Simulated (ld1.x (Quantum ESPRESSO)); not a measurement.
# Before and after: PAW potential for Mn

ld1.x (Quantum ESPRESSO) 7.5 input, shortened:

```
&input
   title='Mn', zed=25., rel=1, dft='PW91', iswitch=3,
   config='[Ar] 3d5.5 4s1.5 4p0 4f-2'
 /
 &inputp
   pseudotype=3, lpaw=.true., tm=.true., lloc=-1, rcloc=2.10,
   nlcc=.true., new_core_ps=.true., rcore=1.80,
   which_augfun='PSQ', rmatch_augfun=1.35
 /
8
4S  1  0   1.50   0.00  1.90  2.20  0.0
4S  1  0   0.00   1.85  1.90  2.20  0.0
4P  2  1   0.00   0.00  2.30  2.45  0.0
4P  2  1   0.00   0.30  2.30  2.45  0.0
3D  3  2   5.50   0.00  1.45  1.90  0.0
3D  3  2   0.00   0.35  1.45  1.90  0.0
4F  4  3  -2.00   0.50  1.95  2.05  0.0
4F  4  3  -2.00   1.15  1.95  2.05  0.0
 &test
   configts(1)='3d5.5 4s1.5 4p0'
 /
```

All-electron outer shells of the reference configuration (PW91, scalar-relativistic, ld1.x):

| shell | level (eV) | outermost node (bohr) | outermost maximum (bohr) |
| --- | --- | --- | --- |
| 3s | -83.54 | 0.34 | 0.74 |
| 3p | -52.38 | 0.31 | 0.75 |
| 3d | -4.96 | – | 0.76 |
| 4s | -4.63 | 1.06 | 2.57 |
| 4p | -1.17 | 1.17 | 3.60 |

Change: type TM semilocal; waves now 4s (bound): rc 2.20 bohr; 4p (bound): rc 2.45 bohr; 3d (bound): rc 1.90 bohr; 4f channel at 0.5 Ry: rc 2.05 bohr; local potential the f channel.

Cutoffs: the cutoffs (Ry, on a coarse ladder) from which the occupation-weighted sum of valence levels, in a spherical-Bessel basis at the reference potential, stays within 10 and 1 mRy of its value at 400 Ry; they do not see the model core or the augmentation charge, which bear on the density cutoff. Errors are all-electron minus pseudo energies relative to the spin-unpolarised reference configuration.

Problem. Predict the effect on cutoff, ghosts and configuration errors.

Solution. The potential gets harder (30 Ry and 45 Ry → 70 Ry and 110 Ry); of the 7 tests that both files solve, the error grows in 4 and shrinks in 2 by more than 15 % and 0.3 meV (median size 41.8 → 67.6 meV); the range in which the d phases agree narrows (upper end at the end of the scan → 0.8); neither file shows a bound ghost. A semilocal file is local in each channel, so a ghost entry of none says nothing of the separable form that plane-wave codes build from it. Several settings change at once here, so the effects cannot be laid on one of them.

```csv
quantity,base,changed
"cutoff, loose",30 Ry,70 Ry
"cutoff, tight",45 Ry,110 Ry
loose cutoff by channel (10 mRy a level),"s 6 Ry, d 25 Ry","s 6 Ry, d 60 Ry"
bound ghosts,none,none
"error for 3d5 4s2 4p0, meV [ΔE 0.49 eV]",-25,-35
"error for 3d5 4s1 4p0, meV [ΔE 8.97 eV]",-20,-24
"error for 3d5 4s0 4p0, meV [ΔE 24.61 eV]",-33,-45
"error for 3d6 4s0 4p0, meV [ΔE 7.33 eV]",-42,-68
"error for 3d4 4s2 4p0, meV [ΔE 13.76 eV]",-364,-342
"error for 3d3 4s0 4p0, meV [ΔE 108.11 eV]",-2519,-1383
"error for 3d4 4s0 4p0, meV [ΔE 57.23 eV]",-589,-465
s: phases at 2.65 bohr within 0.05 rad from the reference energy up to (Ry; the scan ends near 5),3.3,2.6
p: phases at 2.65 bohr within 0.05 rad from the reference energy up to (Ry; the scan ends near 5),2.2,2.7
d: phases at 2.65 bohr within 0.05 rad from the reference energy up to (Ry; the scan ends near 5),to the end of the scan,0.8
f: phases at 2.65 bohr within 0.05 rad from the reference energy up to (Ry; the scan ends near 5),to the end of the scan,to the end of the scan
```
